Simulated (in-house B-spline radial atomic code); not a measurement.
Checks on a self-consistent run for the thulium ion Tm⁸⁺, [Kr] 4d10 4f11 5s2 5p2. Level of theory: Dirac-Hartree-Fock, average of configuration, Fermi nucleus of rms radius 5.2256 fm; calculated with an all-electron radial atomic-structure program (B-spline basis).

```tsv
orbital	q	ε (Eh)	<1/r>	<r²>	small-component weight
1s1/2	2	-2200.72553	79.0661	0.000548413	0.066859
2s1/2	2	-380.05652	19.0708	0.00844533	0.014993
2p1/2	2	-361.63456	18.9992	0.00610388	0.015004
2p3/2	4	-325.52588	16.4115	0.00731413	0.013746
3s1/2	2	-91.27689	7.00122	0.055396	0.0048732
3p1/2	2	-83.18309	6.90247	0.0513586	0.0047985
3p3/2	4	-75.42481	6.24433	0.0580502	0.0044492
3d3/2	4	-61.82521	6.11367	0.0457308	0.004307
3d5/2	6	-60.14899	5.95332	0.0475879	0.0042064
4s1/2	2	-22.90319	2.90728	0.278952	0.0015432
4p1/2	2	-19.58370	2.79299	0.292067	0.0014555
4p3/2	4	-17.80856	2.5795	0.326753	0.0013386
4d3/2	4	-12.33907	2.36388	0.363889	0.0011603
4d5/2	6	-12.00885	2.30864	0.377726	0.001125
4f5/2	4.7143	-5.36009	1.87581	0.53881	0.00077946
4f7/2	6.2857	-5.30813	1.85448	0.550799	0.00076564
5s1/2	2	-6.51491	1.16908	1.45161	0.00036704
5p1/2	0.66667	-5.56848	1.07974	1.67422	0.00032315
5p3/2	1.3333	-5.26646	1.01408	1.84836	0.00029647
```

Electron-electron repulsion V_ee = 4750.4311 hartree.

**Question.** What total energy follows from the eigenvalues?

**Answer.** The eigenvalues count the repulsion twice, so E = Σqε - V_ee = -8805.767 - 4750.431 = -13556.198 hartree; the run printed -13556.198.

**Question.** Does the Dirac virial theorem hold?

**Answer.** For a point nucleus E = -2c²Σq·w, with w the small-component weight. Here Σq·w = 0.36088 and c = 137.0360, so the ratio E/(-2c²Σq·w) is 1.000186; the finite nucleus accounts for the departure from 1.

**Question.** What diamagnetic shielding (Lamb formula) and susceptibility (Langevin formula) do the radii give?

**Answer.** σ = (α²/3)Σq<1/r> = 482.813/(3·137.036²) = 8570.2 ppm, and χ = -0.79199×10⁻⁶·Σq<r²> = -15.55×10⁻⁶ cm³/mol with Σq<r²> = 19.631 bohr². Both are non-relativistic formulas without the paramagnetism of open shells; for so heavy an element the full relativistic shielding is larger by tens of per cent.
